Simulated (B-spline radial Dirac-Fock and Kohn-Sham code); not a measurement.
**What relativity does to the binding energies of Au**

System: the free gold atom, 1s2 2s2 2p6 3s2 3p6 3d10 4s2 4p6 4d10 4f14 5s2 5p6 5d10 6s1.

Both columns are ΔSCF binding energies of the configuration average from a radial atomic solver: non-relativistic Hartree-Fock with a point nucleus, and Dirac-Fock with a finite nucleus and the Coulomb interaction alone, averaged over the two j levels with weights 2j+1.

```
shell  Hartree-Fock (eV)  Dirac-Fock (eV)  shift (eV)  shift (%)
   1s            73573.2          81161.7    +7588.51     +10.31
   2s            12387.8          14423.7    +2035.85     +16.43
   2p            11886.8          12572.1     +685.36      +5.77
   3s             2942.7           3452.0     +509.29     +17.31
   3p             2706.7           2899.3     +192.63      +7.12
   3d             2271.0           2251.2      -19.73      -0.87
   4s              649.1            777.6     +128.45     +19.79
   4p              546.3            592.1      +45.83      +8.39
   4d              358.3            352.4       -5.92      -1.65
   4f              104.8            90.07      -14.71     -14.04
   5p              65.27            71.29       +6.02      +9.23
   5d              11.84            10.16       -1.68     -14.22
   6s               5.92             7.69       +1.77     +29.98
```

Relativity binds 1s, 2s, 2p, 3s, 3p, 4s, 4p, 5p, 6s more strongly, among those listed most of all 6s in relative terms, and 3d, 4d, 4f, 5d more weakly, because the contracted s and p shells screen the nucleus better.

Values without a named source are computed, but for edge energies of neutral atoms, which are taken from tables.
